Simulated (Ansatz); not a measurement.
Results of the Gaussian-basis code of Ansatz.

`O=C[NH][SnH2][OH]` at its PBE0-D4/def2-TZVP geometry, where that method's forces vanish. The species carries charge 0 and has multiplicity 1. Sn: def2 effective core potential.

```csv
atom,x (Å),y (Å),z (Å)
O1,0.203,-1.618,0.662
C2,-0.625,-0.875,1.170
N3,-0.715,0.413,0.822
Sn4,0.681,0.846,-0.645
O5,0.337,-0.343,-2.152
H6,-1.331,-1.233,1.939
H7,-1.439,0.981,1.233
H8,0.270,2.401,-1.202
H9,2.235,0.682,0.018
H10,0.384,-1.254,-1.844
```

Problem. For each bond, give half the difference of the two atoms' forces along it (eV/Å; positive pushes the atoms apart) under PBE-D4, r2SCAN-D4, B3LYP-D4, ωB97M-V in def2-TZVPP. (Best estimate.)

Solution. The calculation gave: 
```tsv
bond	length (Å)	PBE-D4	r2SCAN-D4	B3LYP-D4	ωB97M-V
O1–C2	1.223	0.87	0.35	0.27	0.13
C2–N3	1.337	0.08	0.11	0.12	0.24
C2–H6	1.103	-0.11	-0.12	-0.21	-0.23
N3–Sn4	2.070	0.09	0.04	0.17	-0.04
N3–H7	1.008	0.08	-0.05	-0.12	-0.09
Sn4–O5	1.951	0.38	0.12	0.27	0.06
Sn4–H8	1.702	0.03	-0.01	-0.08	-0.09
Sn4–H9	1.698	-0.02	-0.05	-0.06	-0.10
O5–H10	0.963	0.40	0.03	-0.04	-0.06
```

B3LYP here is the variant with VWN-RPA as its local correlation; programs differ in this.
